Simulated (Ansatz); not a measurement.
**Energy profile**

The step: SiH₄O ([OH][SiH3]) + SiH₄O ([OH][SiH3]) → Si₂H₆O ([SiH3][O][SiH3]) + H₂O; bonds formed: Si1–O7, O2–H6; bonds broken: Si1–O2, H6–O7 (atoms numbered as in the saddle structure below).

```csv
atom,x (Å),y (Å),z (Å)
Si1,-1.2562,0.5743,0.1041
O2,-1.4882,-1.1283,-0.5745
H3,-0.9039,1.7242,-0.7691
H4,-2.7595,0.7308,0.1434
H5,-0.9201,0.6722,1.5456
H6,-0.3933,-1.0973,-0.7134
O7,0.4765,-0.2063,-0.2996
Si8,1.9799,-0.0484,0.3264
H9,-2.0859,-1.2397,-1.3188
H10,2.0907,1.2656,1.0139
H11,2.2725,-1.1302,1.3070
H12,2.9876,-0.1170,-0.7651
```

Electronic energies by CCSD(T) at an estimated basis limit (MP2 extrapolated from triple and quadruple zeta, plus CCSD(T) − MP2 in triple zeta), on PBE0-D4/def2-TZVP structures; Si2H8O2, singlet; no counterpoise correction. Ansatz 0.2.0; basis: def2-TZVPP and def2-QZVPP; cores frozen in the correlated methods. Extrapolation: Hartree–Fock as exp(−7.88 √X), correlation as X^−2.97.

Give the profile in kcal/mol, counted from the separated reactants. (Judge from chemistry; the value comes from the calculation.)

Computed:
| point | kcal/mol |
| --- | --- |
| separated: SiH4O (linked as [OH][SiH3]; Si1, O2, H3, H4, H5, H9; singlet) + SiH4O (linked as [OH][SiH3]; H6, O7, Si8, H10, H11, H12; singlet) | 0.00 |
| start structure | -5.84 |
| saddle | 23.80 |
| end structure | -8.46 |
| separated: Si2H6O (linked as [SiH3][O][SiH3]; Si1, H3, H4, H5, O7, Si8, H10, H11, H12; singlet) + H2O (O2, H6, H9; singlet) | -5.38 |

T1 diagnostic: at most 0.012.

For scale, one of the runs: CCSD(T)/def2-TZVPP, 258 basis functions, launched by `ansatz run in.yaml --threads 4 --pin off --events-out ev --progress --plain --max-ram 9574MiB`. Hardware: 4 CPU threads of an Arm Neoverse V2, shared host. Wall time 110 s; peak host memory 5.7 GiB.
